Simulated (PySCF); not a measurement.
**Unknowns**

Calculated, not measured (PySCF 2.14.0 with density-fitted response routines): GIAO PBE0/pcSseg-1 shieldings, geometry: GFN2-xTB. In vacuum, relativity neglected, one conformer, averaged over atoms made equivalent by symmetry, fast rotation or ring inversion.

Chemical shifts δ = σref − σ; TMS for $^{1}$H (31.72 ppm) and $^{13}$C (186.93 ppm), all at this level. Splittings of carbon signals by F and P are missing where no couplings were computed. Where no couplings were computed, multiplicities follow the n + 1 count of equivalent neighbours, and m marks all less simple cases (inequivalent or close neighbours, rings, F or P nearby). Shifts are as computed. Against solution values, carbons near 30 ppm lie about +3 ppm off and those near 130 ppm about +5 ppm; carbons on Cl a further +6 ppm. Of 1211 compounds with measured shifts, 218 miss one by over three times the rms of a fit or turn the order of signals round; such compounds aren't used in these exercises. Carbons bonded to Cl come out too deshielded. OH and NH positions are gas-phase values without hydrogen bonding to other molecules.

Q: C7H6N4Si. $^{1}$H NMR (400 MHz, computed): δ 11.33 (br s, 1H), 8.99 (s, 1H), 8.21 (s, 1H), 4.82 (s, 3H). $^{13}$C{$^{1}$H} NMR (computed): δ 149.7 (C), 141.1 (C), 141.0 (C), 134.0 (CH), 124.8 (C), 121.6 (CH), 117.7 (C). Identify the compound.

A: `N#Cc1cc2nn[nH]c2cc1[SiH3]`. The formula gives 8 degrees of unsaturation (2 rings in the answer). 7 carbon signals for 7 carbons: no two carbons are equivalent. Carbon types of the structure: 5 × C, 2 × CH, leaving 4 H on heteroatoms. δC 134.0, 121.6: aromatic CH. δC 124.8: nitrile carbon; typical of a nitrile. δH 11.33: hydrogen on a pyrrole-type ring nitrogen; labile proton, position sensitive to the medium. δH 8.99, 8.21: hydrogen on an aromatic CH; it sits in the deshielding region of the aromatic ring current.

This is the structure that produced the data.

Q: C7H6F2O. $^{1}$H NMR (400 MHz, computed): δ 7.82 (m, 2H), 7.05 (d, 2H), 6.71 (m, 1H), 4.55 (br s, 1H). $^{13}$C{$^{1}$H} NMR (computed): δ 165.5 (C), 134.9 (CH), 133.9 (C), 122.4 (CH), 118.9 (CH). Give a structure.

A: `Oc1ccc(C(F)F)cc1`. The formula gives 4 degrees of unsaturation (1 ring in the answer). 5 carbon signals for 7 carbons: some carbons are equivalent by symmetry or fast rotation. Carbon types of the structure: 2 × C, 5 × CH, leaving 1 H on heteroatoms. δC 165.5: aromatic carbon bearing oxygen; an ipso carbon deshielded by its heteroatom. δC 134.9, 118.9: aromatic CH. δC 133.9: substituted aromatic carbon. δC 122.4: sp3 CH bonded to 2 F, on an aromatic ring; 2 electronegative neighbours deshield it.

The data come from this structure; uniqueness wasn't tested.

Q: C7H9Cl. $^{1}$H NMR (300 MHz, computed): δ 6.27 (m, 1H), 6.27 (m, 1H), 6.12 (m, 1H), 4.26 (s, 2H), 2.32 (m, 2H), 2.31 (m, 2H). $^{13}$C{$^{1}$H} NMR (computed): δ 142.3 (C), 135.8 (CH), 131.8 (CH), 131.3 (CH), 57.4 (CH2), 28.5 (CH2), 26.7 (CH2). Give a structure.

A: SMILES ClCC1=CC=CCC1. The formula gives 3 degrees of unsaturation (1 ring in the answer). 7 carbon signals for 7 carbons: no two carbons are equivalent. Carbon types of the structure: 1 × C, 3 × CH, 3 × CH2, which accounts for all hydrogens. δC 142.3: fully substituted alkene carbon; the olefinic region. δC 135.8, 131.8, 131.3: alkene CH; as expected for a trigonal carbon in a double bond. δC 28.5, 26.7: allylic sp3 CH2; a saturated carbon with 2 carbon neighbours and no heteroatom attached. δH 4.26: hydrogen on an allylic sp3 CH2 bonded to Cl; its carbon carries Cl, which withdraws density.

This is the structure that produced the data.
